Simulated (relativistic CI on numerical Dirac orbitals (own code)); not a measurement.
Mn⁵⁺ in a cubic cluster: 3s photoemission with charge transfer

Computed with a charge-transfer multiplet model of a cubic metal-ligand cluster with up to 2 ligand holes, Slater and spin-orbit integrals from Dirac-Coulomb-Breit ions, Slater integrals scaled by 0.8. The ground state mixes d2 with configurations of k ligand holes L, whose averages lie at kΔ + k(k − 1)U_dd/2; a core hole lowers each added d electron by U_cd. 300 K, Lorentzian 1.4 eV and Gaussian 0.8 eV FWHM.

Atomic integrals in eV (Slater integrals scaled, ζ unscaled), ground: F2dd 10.611, F4dd 6.708, zeta_d 0.057; with the core hole: F2dd 11.280, F4dd 7.158, zeta_d 0.065, G2cd 10.667.

Cluster parameters (eV): Δ = 0.6, U_dd = 5.5, U_cd = 7.1, 10Dq = 2.5, 10Dq(ligand) = 0.2, final-state hopping factor = 1.

```csv
Case,n_d,d2,d3L,d4L2,S
"V(eg) = 3 eV, V(t2g) = -1.47 eV",2.87,0.29,0.55,0.16,1.00
"V(eg) = 3.3 eV, V(t2g) = -1.62 eV",2.88,0.29,0.55,0.17,1.00
"V(eg) = 3.6 eV, V(t2g) = -1.76 eV",2.89,0.28,0.54,0.18,1.00
```

Weights, n_d and S are thermal averages at 300 K. Binding energies count from the first peak over 30 % of the highest in each spectrum, which can be another peak from case to case. The parameters are a model scan and need not match a compound or its usual spin state. Peaks in eV (height, largest 100):
- V(eg) = 3 eV, V(t2g) = -1.47 eV: 0.0 (100), 2.4 (35), 5.6 (31), 7.8 (44), 14.2 (10), 21.8 (7)
- V(eg) = 3.3 eV, V(t2g) = -1.62 eV: 0.0 (100), 2.6 (30), 5.8 (32), 7.9 (39), 15.7 (8), 22.9 (6)
- V(eg) = 3.6 eV, V(t2g) = -1.76 eV: 0.0 (100), 2.7 (26), 5.8 (34), 7.8 (34), 16.7 (7)

Curve for V(eg) = 3.6 eV, V(t2g) = -1.76 eV (points under 2 left out, the grid thinned):

```tsv
E (eV)	Intensity
-3.2	6.2
-2.6	9.2
-1.9	16.4
-1.3	31.6
-0.6	73.4
0.0	100.0
0.7	62.5
1.3	33.0
2.0	24.1
2.6	25.9
3.3	21.0
3.9	15.4
4.6	17.1
5.2	26.4
5.9	33.5
6.5	29.1
7.2	31.2
7.8	34.1
8.5	28.4
9.1	18.9
9.8	13.9
10.4	11.9
11.0	10.4
11.7	9.2
12.3	7.5
13.0	5.7
13.6	4.9
14.3	4.1
14.9	3.9
15.6	4.8
16.2	6.6
16.9	7.3
17.5	6.0
18.2	4.4
18.8	3.4
19.5	2.8
20.1	2.5
20.8	2.5
21.4	2.6
22.1	3.0
22.7	3.3
23.4	4.0
24.0	4.4
24.7	3.2
25.3	2.1
```

For the case V(eg) = 3 eV, V(t2g) = -1.47 eV, Δ = 0.6 eV is smaller than U_dd = 5.5 eV, the charge-transfer side of the Zaanen-Sawatzky-Allen scheme. With the core hole the average of the configuration with one ligand hole lies at Δ − U_cd = -6.5 eV before mixing: the effective hopping of about 6.2 eV (from the holes of the mixed ground state) is comparable with this gap or larger, so the configurations mix strongly.

With at most 2 ligand holes the space is cut while the next configuration still counts, so covalency is underestimated, and a final configuration with one more ligand hole, which can lie low, is missing from the spectra.

Without intra-shell correlation the exchange splitting of the 3s hole comes out too large.
